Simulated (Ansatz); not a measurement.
Reactions of CH₇FGeSi, SMILES `[F][GeH2][CH2][SiH3]`.

Gas-phase electronic energies from Ansatz, PBE0-D4/def2-TZVP geometries. CCSD(T)/CBS adds triple-zeta CCSD(T) − MP2 to the extrapolated MP2 energy (def2 sets, frozen cores). This one scheme is used for every species. DFT in def2-TZVPP. For Ge outer-core shells are correlated without core-valence functions, which leaves a few kJ/mol of doubt a bond. Scalar relativity is left out up to krypton. Each species was taken in one conformer, which may not be the lowest.

| reaction | CCSD(T)/CBS(def2) (kJ/mol) |
| --- | --- |
| `[F][GeH2][CH2][SiH3]` + `OC([SiH3])S` → `[SiH3]OC([SiH3])S` + `[CH3][GeH2][F]` | ? |
| `[F][GeH2][CH2][SiH3]` + `O[SiH](Cl)Cl` → `[SiH3]O[SiH](Cl)Cl` + `[CH3][GeH2][F]` | -102 |
| `[F][GeH2][CH2][SiH3]` + `[SiH3][SiH3]` → `[F][GeH2][SiH2][SiH3]` + `C[SiH3]` | -17 |
| `[F][GeH2][CH2][SiH3]` + H₂S → `[F][GeH2][SH]` + `C[SiH3]` | ? |
| `[F][GeH2][CH2][SiH3]` + `F[SiH2]N[SiH3]` → `F[SiH2]N([SiH3])[SiH3]` + `[CH3][GeH2][F]` | -52 |
| `[F][GeH2][CH2][SiH3]` + HCl → `[F][GeH2][Cl]` + `C[SiH3]` | -73 |

Problem. Fill in the missing values. (An estimate is asked.)

Solution. Ansatz gave: `[F][GeH2][CH2][SiH3]` + `OC([SiH3])S` → `[SiH3]OC([SiH3])S` + `[CH3][GeH2][F]`: -98.8 kJ/mol; `[F][GeH2][CH2][SiH3]` + H₂S → `[F][GeH2][SH]` + `C[SiH3]`: -49.9 kJ/mol.

Largest T1 diagnostic: 0.013, for `[F][GeH2][SiH2][SiH3]`.
